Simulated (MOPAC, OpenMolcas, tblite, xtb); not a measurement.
# SnN2H4 (Sn(NH2)2): the dipole moment, rung by rung

The species is SnN2H4 (7 atoms), meant as a singlet with charge 0. As SMILES, `[NH2][Sn][NH2]`. Geometry: a GFN2-xTB relaxation, a rough one for these elements and not checked as a minimum. This is one conformer, not always the lowest.

```xyz
7

Sn    0.0065    0.6473   -1.2646
N     1.4985   -0.0125   -0.0359
H     2.4886    0.0423   -0.2204
H     1.3776   -0.4610    0.8601
N    -1.4974    0.0423   -0.0225
H    -2.4866    0.1562   -0.1874
H    -1.3872   -0.4145    0.8707
```

Quantity: the dipole moment, in D. The values are calculated.

| level | kind | program | value (D) |
| --- | --- | --- | --- |
| PM6 | semi-empirical | MOPAC | 0.82 |
| GFN2-xTB | semi-empirical | xtb | 1.48 |
| GFN1-xTB | semi-empirical | tblite | 1.69 |
| IPEA1-xTB | semi-empirical | tblite | 0.87 |
| HF/3-21G | Hartree–Fock | OpenMolcas | 1.18 |
| HF/def2-SVP (core potential) | Hartree–Fock | OpenMolcas | 0.54 |
| PBE/3-21G | GGA | OpenMolcas | 2.25 |
| PBEsol/ANO-R1 (DKH4, RICD fitting) | GGA | OpenMolcas | 1.15 |
| r2SCAN/STO-3G | meta-GGA | OpenMolcas | 1.56 |
| revTPSS/def2-SV(P) (RICD fitting, core potential) | meta-GGA | OpenMolcas | 1.19 |

All-electron rows without a relativistic Hamiltonian named are non-relativistic, while core potentials hold scalar relativity, so basis and relativity change together. The values span 0.54 to 2.25 D. Magnitudes only: a small dipole may point the other way at some levels. Sets without polarisation functions give poor dipoles. Without the sets that lack polarisation functions the rows with a basis span only 0.54 to 1.19 D.
